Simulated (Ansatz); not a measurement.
Si₁₃H₂₀, a cluster cut from cubic silicon. The state is a singlet with charge 0. Geometry PBE-D4/def2-SVP; atoms count from 1.

Cartesian coordinates in Å:
```
Si -0.4677 0.7696 3.3680
Si -1.6808 -2.0188 -2.8040
Si 0.0674 -2.2646 1.1543
Si -2.0265 0.7884 -0.1113
Si 0.9351 3.1224 0.6723
Si 1.3970 0.0981 -1.6670
Si 2.9856 0.0727 1.7982
Si -3.0914 -0.3916 -1.8463
Si -1.4759 -0.5804 1.7211
Si 1.4915 1.7519 2.5040
Si 0.3941 -1.0931 -3.4308
Si 1.9567 -1.2731 0.1608
Si -0.0827 1.7913 -0.9765
H -0.1228 -0.0691 4.5743
H -1.4268 1.8512 3.8008
H -2.3530 -2.5906 -4.0293
H -1.4640 -3.1456 -1.8287
H 0.5038 -2.9592 2.4225
H -0.5527 -3.2962 0.2483
H -2.9545 1.8739 0.3870
H -0.0114 4.2111 1.1140
H 2.1802 3.7693 0.1176
H 2.6715 0.7396 -2.1688
H 3.3855 -0.7769 2.9796
H 4.2296 0.7098 1.2293
H -4.3600 -1.0389 -1.3458
H -3.4621 0.5952 -2.9275
H -2.7375 -1.2037 2.2740
H 2.1492 2.5863 3.5802
H 1.3156 -2.1811 -3.9268
H 0.1481 -0.1307 -4.5681
H 2.9191 -2.3453 -0.2974
H -0.4599 2.6284 -2.1782
```

Single mean-field runs in def2-TZVP are fitted with def2-universal-jkfit.

Question: Estimate the Mulliken populations of the heavy atoms from the PBE0/def2-TZVP orbitals of Ansatz.

Answer: 
| atom | charge (e) |
| --- | --- |
| Si1 | -0.01 |
| Si2 | -0.01 |
| Si3 | -0.03 |
| Si4 | -0.02 |
| Si5 | -0.01 |
| Si6 | -0.02 |
| Si7 | -0.01 |
| Si8 | 0.00 |
| Si9 | 0.01 |
| Si10 | 0.00 |
| Si11 | -0.01 |
| Si12 | 0.01 |
| Si13 | -0.01 |
Mulliken values depend strongly on the basis.

Question: And the Mayer bond orders between heavy atoms (over 0.3)?

Answer: Si1–Si9 0.95 (2.36 Å); Si1–Si10 0.95 (2.36 Å); Si2–Si8 0.95 (2.36 Å); Si2–Si11 0.95 (2.36 Å); Si3–Si9 0.94 (2.35 Å); Si3–Si12 0.94 (2.35 Å); Si4–Si8 0.95 (2.35 Å); Si4–Si9 0.94 (2.35 Å); Si4–Si13 0.93 (2.35 Å); Si5–Si10 0.95 (2.35 Å); Si5–Si13 0.94 (2.35 Å); Si6–Si11 0.95 (2.35 Å); Si6–Si12 0.94 (2.35 Å); Si6–Si13 0.93 (2.35 Å); Si7–Si10 0.95 (2.36 Å); Si7–Si12 0.95 (2.36 Å).
